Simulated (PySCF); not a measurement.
A calculated (LDA, PySCF 2.14, aug-cc-pVDZ-DK, the spin-free X2C one-electron Hamiltonian (Gaussian nucleus)) atom or ion has these occupied shells.

```
shell  electrons  orbital energy (eV)  rms radius, mean of both spins (bohr)
 1s α          1             -10242.8                                 0.0561
 1s β          1             -10242.6                                 0.0561
 2s α          1              -1303.0                                  0.236
 2s β          1              -1302.2                                  0.236
 2p α          3              -1141.7                                  0.211
 2p β          3              -1141.1                                  0.211
 3s α          1              -184.27                                  0.695
 3s β          1              -182.79                                  0.695
 3p α          3              -135.13                                  0.730
 3p β          3              -133.66                                  0.730
 3d α          5              -54.543                                  0.868
 3d β          4              -52.940                                  0.868
 4s α          1              -30.955                                   2.15
 4p α          1              -21.767                                   2.50
```

**Question.** Name the element and its charge.

**Answer.** Ga²⁺ (gallium, charge +2), in [Ar] 3d9 4s1 4p1, one real determinant (an excited configuration).
